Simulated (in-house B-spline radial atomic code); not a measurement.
Binding energies in the phosphorus ion P³⁺

NIST's tabulated ground configuration is [Ne] 3s2; each binding energy is the energy of the ion with one electron taken from that subshell, relaxed, less that of the parent. Method: Dirac-Hartree-Fock, average of configuration, Fermi nucleus of rms radius 3.1889 fm. Calculated with an all-electron radial atomic-structure program (B-spline basis). Energies include first-order Breit, QED and recoil terms.

| subshell | X-ray name | binding energy (eV) | -ε (eV) | relaxation (eV) |
| --- | --- | --- | --- | --- |
| 1s | K | 2197.5 | 2222.9 | 23.6 |
| 2s | L1 | 240.3 | 244.3 | 3.9 |
| 2p1/2 | L2 | 181.4 | 186.3 | 4.8 |
| 2p3/2 | L3 | 180.5 | 185.3 | 4.8 |
| 3s | M1 | 49.8 | 50.00 | 0.19 |

Relaxation = -ε minus the binding energy without Breit, QED and recoil terms.

Emission lines follow as differences of binding energies, with λ = 12398.42 eV·Å / E:

```tsv
line	holes	energy (eV)	wavelength (Å)
K-L3	1s → 2p3/2	2017.0	6.147
K-L2	1s → 2p1/2	2016.1	6.1497
L3-M1	2p3/2 → 3s	130.7	94.862
```

Question: What screening constant σ does Moseley's law, E = (3/4)·13.6057 eV·(Z - σ)², need for K-L3?

Answer: σ = 0.94.

Question: What does it cost to remove both a 2p1/2 and a 3s electron?

Answer: 249.65 eV, which is 18.48 eV more than the two single binding energies together.

Question: What does it cost to remove both a 2p3/2 and a 2p1/2 electron?

Answer: 403.86 eV, which is 42.01 eV more than the two single binding energies together.

Question: What does it cost to remove both a 2s and a 2p3/2 electron?

Answer: 458.22 eV, which is 37.43 eV more than the two single binding energies together.
